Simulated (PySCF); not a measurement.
# Group charges in `COC(C)(C)O[C@H](C)CF`

Species: C₇H₁₅FO₂.
Atom-mapped SMILES: `[CH3:1][O:2][C:3]([CH3:4])([CH3:5])[O:6][C@H:7]([CH3:8])[CH2:9][F:10]` (hydrogens: H11, H12, H13 on C1; H14, H15, H16 on C4; H17, H18, H19 on C5; H20 on C7; H21, H22, H23 on C8; H24, H25 on C9)

Geometry (GFN2-xTB, Å), atoms numbered from 1 in this order:
```xyz
25
C7H15FO2 angstrom
C     -1.8852    1.6696   -0.0617
O     -1.5107    0.5166    0.6621
C     -0.9267   -0.5304   -0.0838
C     -1.7377   -0.9118   -1.3270
C     -0.8478   -1.7207    0.8761
O      0.3397   -0.1347   -0.5882
C      1.3270    0.2822    0.3449
C      1.8775    1.6412   -0.0919
C      2.4712   -0.7389    0.3902
F      2.1799   -1.7964    1.2168
H     -1.9769    2.4710    0.6704
H     -2.8483    1.5286   -0.5631
H     -1.1281    1.9351   -0.8041
H     -1.3420   -1.8345   -1.7385
H     -2.7796   -1.0533   -1.0542
H     -1.6568   -0.1353   -2.0820
H     -0.3984   -1.4232    1.8186
H     -0.2517   -2.5127    0.4336
H     -1.8519   -2.0827    1.0736
H      0.8806    0.3712    1.3422
H      2.6479    1.9783    0.5961
H      1.0788    2.3772   -0.1060
H      2.2966    1.5617   -1.0918
H      2.6472   -1.1508   -0.6078
H      3.3844   -0.2833    0.7845
```

Atomic charges (e) from the PBE0/pcSseg-1 density (PySCF):

```json
{"atom": "C1", "Mulliken": "-0.0402", "IAO": "-0.2070", "Hirshfeld": "-0.0454", "ESP-fitted": "-0.1920"}
{"atom": "O2", "Mulliken": "-0.5047", "IAO": "-0.4075", "Hirshfeld": "-0.1391", "ESP-fitted": "-0.4057"}
{"atom": "C3", "Mulliken": "+0.0815", "IAO": "+0.4026", "Hirshfeld": "+0.1554", "ESP-fitted": "+0.8307"}
{"atom": "C4", "Mulliken": "-0.1903", "IAO": "-0.4376", "Hirshfeld": "-0.1330", "ESP-fitted": "-0.6703"}
{"atom": "C5", "Mulliken": "-0.1574", "IAO": "-0.4350", "Hirshfeld": "-0.1386", "ESP-fitted": "-0.6836"}
{"atom": "O6", "Mulliken": "-0.5097", "IAO": "-0.4235", "Hirshfeld": "-0.1350", "ESP-fitted": "-0.5429"}
{"atom": "C7", "Mulliken": "-0.0904", "IAO": "+0.0751", "Hirshfeld": "+0.0378", "ESP-fitted": "+0.5410"}
{"atom": "C8", "Mulliken": "-0.2258", "IAO": "-0.4246", "Hirshfeld": "-0.1230", "ESP-fitted": "-0.5811"}
{"atom": "C9", "Mulliken": "+0.2417", "IAO": "+0.0314", "Hirshfeld": "+0.0171", "ESP-fitted": "-0.0967"}
{"atom": "F10", "Mulliken": "-0.3401", "IAO": "-0.3305", "Hirshfeld": "-0.1103", "ESP-fitted": "-0.2284"}
{"atom": "H11", "Mulliken": "+0.1191", "IAO": "+0.1547", "Hirshfeld": "+0.0480", "ESP-fitted": "+0.1320"}
{"atom": "H12", "Mulliken": "+0.1027", "IAO": "+0.1268", "Hirshfeld": "+0.0377", "ESP-fitted": "+0.1029"}
{"atom": "H13", "Mulliken": "+0.1083", "IAO": "+0.1272", "Hirshfeld": "+0.0338", "ESP-fitted": "+0.0922"}
{"atom": "H14", "Mulliken": "+0.1235", "IAO": "+0.1538", "Hirshfeld": "+0.0465", "ESP-fitted": "+0.1753"}
{"atom": "H15", "Mulliken": "+0.1178", "IAO": "+0.1448", "Hirshfeld": "+0.0432", "ESP-fitted": "+0.1801"}
{"atom": "H16", "Mulliken": "+0.1182", "IAO": "+0.1473", "Hirshfeld": "+0.0386", "ESP-fitted": "+0.1755"}
{"atom": "H17", "Mulliken": "+0.1234", "IAO": "+0.1518", "Hirshfeld": "+0.0354", "ESP-fitted": "+0.1651"}
{"atom": "H18", "Mulliken": "+0.1198", "IAO": "+0.1510", "Hirshfeld": "+0.0378", "ESP-fitted": "+0.1915"}
{"atom": "H19", "Mulliken": "+0.1159", "IAO": "+0.1475", "Hirshfeld": "+0.0431", "ESP-fitted": "+0.1711"}
{"atom": "H20", "Mulliken": "+0.1329", "IAO": "+0.1385", "Hirshfeld": "+0.0353", "ESP-fitted": "-0.0012"}
{"atom": "H21", "Mulliken": "+0.1104", "IAO": "+0.1414", "Hirshfeld": "+0.0447", "ESP-fitted": "+0.1314"}
{"atom": "H22", "Mulliken": "+0.1290", "IAO": "+0.1482", "Hirshfeld": "+0.0428", "ESP-fitted": "+0.1588"}
{"atom": "H23", "Mulliken": "+0.1141", "IAO": "+0.1443", "Hirshfeld": "+0.0414", "ESP-fitted": "+0.1468"}
{"atom": "H24", "Mulliken": "+0.1036", "IAO": "+0.1454", "Hirshfeld": "+0.0422", "ESP-fitted": "+0.1086"}
{"atom": "H25", "Mulliken": "+0.0968", "IAO": "+0.1339", "Hirshfeld": "+0.0438", "ESP-fitted": "+0.0990"}
```

Problem. Cut each of the bonds C1–O2, O2–C3, C4–C3, C5–C3, O6–C3, C7–O6, C8–C7 and C9–C7 in turn and sum the charges on the side of the atom named first.

Solution. In e; the other side holds the opposite charge:

```
bond cut   piece  atoms  Mulliken     IAO  Hirshfeld  ESP-fitted
   C1–O2     CH3      4    +0.290  +0.202     +0.074      +0.135
   O2–C3    CH3O      5    -0.215  -0.206     -0.065      -0.271
   C4–C3     CH3      4    +0.169  +0.008     -0.005      -0.139
   C5–C3     CH3      4    +0.202  +0.015     -0.022      -0.156
   O6–C3  C3H6FO     11    -0.238  -0.220     -0.063      -0.265
   C7–O6   C3H6F     10    +0.272  +0.203     +0.072      +0.278
   C8–C7     CH3      4    +0.128  +0.009     +0.006      -0.144
   C9–C7    CH2F      4    +0.102  -0.020     -0.007      -0.117
```

Extremes among these pieces. Mulliken: lowest C3H6FO at O6, highest CH3 at C1; IAO: lowest C3H6FO at O6, highest C3H6F at C7; Hirshfeld: lowest CH3O at O2, highest CH3 at C1; ESP-fitted: lowest CH3O at O2, highest C3H6F at C7.

Problem. Do the schemes agree better on the pieces than on the single atoms at the cuts?

Solution. The spread between schemes averages 0.248 e for the pieces and 0.431 e for the atoms named first; it is smaller for the piece at 7 of the 8 cuts. On average they agree better on the pieces. The sign differs between schemes (beyond ±0.03 e) for CH3 at C4, CH3 at C5, CH3 at C8 and CH2F at C9.

Geometry: GFN2-xTB, one conformer, isolated molecule.
